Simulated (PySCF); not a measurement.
Species: C4H5NS2 (charge +1 and doublet state).
Cartesian coordinates in Å at the GFN2-xTB level; atoms count from 1:
```xyz
12
C4H5NS2 angstrom
C     -2.3402    0.1633    0.3481
S     -1.2487   -0.7040    1.4860
C      0.3101   -0.3409    0.8889
C      0.7183    0.2353   -0.3294
N      2.0240    0.2874   -0.4863
C      2.6884   -0.1911    0.5240
S      1.7284   -0.8397    1.7889
H     -3.3466    0.0534    0.7452
H     -2.0773    1.2163    0.2955
H     -2.2919   -0.2933   -0.6381
H      0.0746    0.5905   -1.1136
H      3.7620   -0.1777    0.5712
```

The hyperfine couplings belong to this conformer and change with its torsions.

Identity: `C[S+]c1cncs1` [radical] (charge +1).

Computed with UKS B3LYP, pcH-1 on C H N S, non-relativistic, mean-field spin-orbit, GIAO (PySCF 2.14.0). One conformer (not necessarily the lowest) at the GFN2-xTB geometry, without solvent, vibrations or thermal averaging. Couplings are sensitive to structure, and on GFN2-xTB geometries they can be far from those on DFT ones, by a factor of two or more for some ions and for spin on atoms past the first row. No stability test was run, so a lower SCF solution isn't excluded.

The Mulliken spin populations are largest on S2 (+0.48), C6 (+0.26), C4 (+0.24) and C3 (+0.11). Three atoms exceed +0.15.

Test a(H) = Q·ρ(C) for the protons on planar carbons with a spin population beyond ±0.08.

```csv
H,C,ρ(C),a(H) (G),a/ρ (G)
H11,C4,+0.242,-6.82,-28.2
H12,C6,+0.260,-7.14,-27.4
```

A least-squares line through the origin gives Q = -27.8 G with Mulliken populations. In McConnell's picture π spin on carbon polarises the C–H bond and leaves opposite spin at the proton, which makes Q negative, as found here.

Couplings in gauss use g_iso = 2.0072.
